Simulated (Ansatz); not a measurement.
C2H8BGeIn. Total charge 0; spin multiplicity 1. In takes the def2 core potential. The bonds changed during the relaxation, so this is another structure than the one it started from. All single points use the PBE0-D4/def2-TZVP geometry. It is one conformer, not always the lowest.

```xyz
13

B    -1.005    0.652    1.388
Ge    0.400    1.135    0.141
In    0.515   -1.239    1.731
C     0.553    0.442   -1.660
C    -0.506    0.010   -2.338
H    -0.975    1.113    2.495
H    -1.965    0.048    0.999
H     1.725    1.813    0.543
H    -0.439   -2.224    2.778
H     2.092   -1.820    1.315
H     1.532    0.421   -2.132
H    -0.422   -0.374   -3.351
H    -1.505    0.023   -1.910
```

What is the dipole moment at ωB97M-V/def2-TZVPP? (Estimate.)

Ansatz gave: 1.93 D, with components (0.90, 0.08, -1.70) D in this frame, pointing from negative to positive charge.

And with PBE, r2SCAN, B3LYP? (An estimate is asked.)

The calculation gave: PBE 1.77 D, r2SCAN 1.76 D, B3LYP 1.82 D.

Give the Mulliken charges with ωB97M-V, r2SCAN, B3LYP in def2-TZVPP. (Estimate.)

Computed: 
```tsv
atom	ωB97M-V	r2SCAN	B3LYP
B1	-0.31	-0.21	-0.22
Ge2	0.01	0.05	0.04
In3	0.29	0.43	0.43
C4	-0.24	-0.21	-0.23
C5	-0.17	-0.13	-0.19
H6	0.11	0.03	0.04
H7	0.10	0.03	0.05
H8	0.05	0.01	0.01
H9	-0.08	-0.12	-0.13
H10	-0.10	-0.14	-0.15
H11	0.12	0.09	0.11
H12	0.12	0.09	0.12
H13	0.11	0.09	0.11
```

B3LYP here is the variant with VWN-RPA as its local correlation; programs differ in this.
